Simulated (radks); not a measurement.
Question: These are the eigenvalues of the occupied orbitals of an atom or ion with whole-number occupations (eV). Method: Dirac Kohn-Sham, PBE, spin-unpolarised, spherical densities, point nucleus; computed with a radial shooting solver on a logarithmic mesh with Libxc functionals.

1s1/2: -50057.90
2s1/2: -8265.743
2p1/2: -7848.321
2p3/2: -7152.433
3s1/2: -1836.898
3p1/2: -1656.157
3p3/2: -1513.411
3d3/2: -1201.608
3d5/2: -1170.512
4s1/2: -374.8123
4p1/2: -304.4673
4p3/2: -272.7128
4d3/2: -156.8955
4d5/2: -151.1560
5s1/2: -55.8527
5p1/2: -36.5326
5p3/2: -32.1884
4f5/2: -15.1605
4f7/2: -14.4079
6s1/2: -9.2425
5d3/2: -8.5293

Which element is it, and in what charge state? The configuration may be excited. Open shells, if any, fill j = l - 1/2 first.

Answer: Z = 64, gadolinium, charge +1: Gd+ in [Xe] 4f7 5d1 6s1. The list shows which subshells hold electrons but not how many an open one holds; the 1s level, -1839.6 hartree, gives Z - s = 60.7 by -(Z - s)^2/2, which with screening and relativity narrows Z to a few neighbours, and the depths of the outer levels then fix element, charge and occupations together.
